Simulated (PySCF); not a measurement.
ZnBr2, SMILES [Br][Zn][Br]. Coordinates come from a B3LYP-D3(BJ)/def2-SVP optimisation. The isomer is the one that the SMILES or the coordinates give; other isomers of the formula were not compared.

Computed equilibrium geometry at B3LYP-D3(BJ)/def2-SVP (PySCF confirms it by a frequency run) as a Z-matrix, and its point group:
point group D∞h.
```
Zn
Br 1 2.2428
Br 1 2.2428 2 180.00
```
